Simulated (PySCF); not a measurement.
A species of formula C10H8 has this rotational fingerprint, computed with PBE0/pcSseg-1 in PySCF (dipole) on a GFN2-xTB geometry, gas phase:

- Rotational constants: A = 3002, B = 1154, C = 1082 MHz
- Dipole components: |μa| = 0.92 D, |μb| = 0.13 D, |μc| = 0.18 D
- Inertial defect: -139.19 u·Å²
- κ: -0.92

Problem. Which structure is it? (One computed conformer of each.)
A. `C(#C)C#CC1=CCC=CC1`
B. `C=C1C=Cc2ccccc21`
C. `[CH:1]#[C:2][C:3]1=[CH:4][C@@H:5]2[CH:6]=[CH:7][C@@H:8]3[C@H:9]1[C@H:10]23` with C3–C4–C5–C6 91°, C4–C5–C6–C7 -92°, C6–C7–C8–C9 57°, C7–C8–C9–C10 -93°
D. `C#Cc1ccc2c(c1C)C2`
E. `[CH:1]#[C:2][C@@:3]12[CH:4]=[CH:5][C@H:6]3[CH:7]=[CH:8][C@@H:9]1[C@@H:10]23` with C2–C3–C4–C5 -153°, C4–C5–C6–C7 -91°, C5–C6–C7–C8 92°, C7–C8–C9–C10 6°
F. `c1ccc2cccc-2cc1` (azulene)

Solution. C. It is C#CC1=C[C@@H]2C=C[C@@H]3[C@H]1[C@H]23, a near-prolate asymmetric top, point group C1. The candidates at the same level (rigid rotor, commonest isotopes):

| SMILES | A (MHz) | B (MHz) | C (MHz) | μa (D) | μb (D) | μc (D) | Δ (u·Å²) | point group | rotor |
| --- | --- | --- | --- | --- | --- | --- | --- | --- | --- |
| c1ccc2cccc-2cc1 | 2887 | 1271 | 882.7 | 1.11 | 0.00 | 0.00 | 0.00 | C2v | asymmetric top |
| C#CC1=C[C@@H]2C=C[C@@H]3[C@H]1[C@H]23 | 3002 | 1154 | 1082 | 0.92 | 0.13 | 0.18 | -139.19 | C1 | near-prolate asymmetric top |
| C#CC#CC1=CCC=CC1 | 4999 | 564.8 | 510.6 | 1.40 | 0.18 | 0.00 | -6.20 | Cs | near-prolate asymmetric top |
| C#Cc1ccc2c(c1C)C2 | 2644 | 1156 | 812.9 | 0.49 | 0.46 | 0.00 | -6.44 | Cs | asymmetric top |
| C=C1C=Cc2ccccc21 | 2776 | 1316 | 892.7 | 0.46 | 0.23 | 0.00 | 0.00 | Cs | asymmetric top |
| C#C[C@@]12C=C[C@H]3C=C[C@@H]1[C@H]32 | 3184 | 1251 | 1078 | 0.90 | 0.09 | 0.14 | -94.02 | C1 | asymmetric top |

`C#C[C@@]12C=C[C@H]3C=C[C@@H]1[C@H]32` has B 8 % too high; `C#CC#CC1=CCC=CC1` has A 67 % too high; `c1ccc2cccc-2cc1` has C 18 % too low; `C=C1C=Cc2ccccc21` has C 17 % too low; `C#Cc1ccc2c(c1C)C2` has C 25 % too low. No structure here is proved a minimum.
